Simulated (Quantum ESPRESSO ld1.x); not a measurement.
Values are calculated unless marked as measured or tabulated.
Question: Coherent X-ray form factor from a spherical all-electron density. Level of theory: Dirac Kohn-Sham, relativistic LDA (MacDonald-Vosko exchange, VWN5 correlation), spin-unpolarised, spherical densities, point nucleus (ld1.x of Quantum ESPRESSO 7.5).

| sin(theta)/lambda (1/angstrom) | f0 (electrons) |
|---|---|
| 0.05 | 51.567 |
| 0.1 | 50.324 |
| 0.15 | 48.426 |
| 0.2 | 46.084 |
| 0.25 | 43.516 |
| 0.3 | 40.906 |
| 0.4 | 36.014 |
| 0.5 | 31.830 |
| 0.6 | 28.320 |
| 0.8 | 22.896 |
| 1 | 19.220 |
| 1.25 | 16.245 |
| 1.5 | 14.023 |
| 2 | 10.162 |

The species is in the configuration that NIST lists as its ground one. Which atom or ion scatters so?

Answer: The praseodymium ion Pr7+, [Kr] 4d10 4f1 5s2 5p3. Extrapolating in s^2 from the first two rows gives f0(0) = 52.0, near the electron count 52; among species with that count, the fall with angle is slower the higher Z, and the table is that of Z = 59; from so few rows the species is fixed only to a neighbour or two.
